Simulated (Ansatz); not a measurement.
One change: `CC1=N[SiH2]1` becomes `BrC1=N[SiH2]1`.

Ansatz, PBE0-D4/def2-TZVP geometries, multiplicity 1. 

Scalar relativity is left out up to krypton. Spin–orbit coupling is left out; it splits and shifts lone-pair levels of the heavy atoms by tenths of an eV.

```json
{"property": "HOMO–LUMO gap (PBE0/def2-TZVPP) / eV", "`CC1=N[SiH2]1`": "6.15"}
{"property": "HOMO energy (ωB97M-V/def2-TZVPP) / eV", "`CC1=N[SiH2]1`": "-8.68"}
{"property": "zero-point energy (PBE0-D4/def2-TZVP) / kJ/mol", "`CC1=N[SiH2]1`": "167.3"}
{"property": "LUMO energy (B3LYP/def2-TZVPP) / eV", "`CC1=N[SiH2]1`": "-0.60"}
{"property": "size of the dipole moment (ωB97M-V/def2-TZVPP) / D", "`CC1=N[SiH2]1`": "2.17"}
{"property": "HOMO–LUMO gap (B3LYP/def2-TZVPP) / eV", "`CC1=N[SiH2]1`": "5.71"}
```

Question: What does the change do to each property? (Estimate.)

Answer: Ansatz gave: 
```tsv
property	`BrC1=N[SiH2]1`	shift
HOMO–LUMO gap (PBE0/def2-TZVPP) / eV	5.75	-0.40
HOMO energy (ωB97M-V/def2-TZVPP) / eV	-9.32	-0.64
zero-point energy (PBE0-D4/def2-TZVP) / kJ/mol	69.7	-97.6
LUMO energy (B3LYP/def2-TZVPP) / eV	-1.68	-1.08
size of the dipole moment (ωB97M-V/def2-TZVPP) / D	2.61	0.44
HOMO–LUMO gap (B3LYP/def2-TZVPP) / eV	5.33	-0.38
```

With PBE0 the HOMO falls by 0.71 eV and the LUMO falls by 1.11 eV, so the gap narrows by about 0.40 eV. PBE moves the HOMO by -0.71 eV and ωB97M-V by -0.64 eV. The zero-point energy changes by -97.6 kJ/mol with -9 modes. Dipoles are sizes alone; their direction can turn.

B3LYP here is the variant with VWN-RPA as its local correlation; programs differ in this.
